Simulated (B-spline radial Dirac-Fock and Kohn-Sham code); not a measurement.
Model: Dirac-Fock (average of configuration) total-energy differences with a finite nucleus, the Breit interaction including its frequency dependence, and self-energy and vacuum-polarisation corrections. Program: a B-spline atomic structure program. Free neutral atoms.

Q: Order these X-ray lines by photon energy, lowest first.
A. Eu Lβ3
B. Xe Lβ15
C. Pm Lβ1
D. La Lβ3
E. La Lα1
F. Sm Lγ2

A: E (4650.5 eV), B (4718.6 eV), D (5144.6 eV), C (5960.9 eV), A (6573.6 eV), F (7457.1 eV).

Values without a named source are computed, but for edge energies of neutral atoms, which are taken from tables.
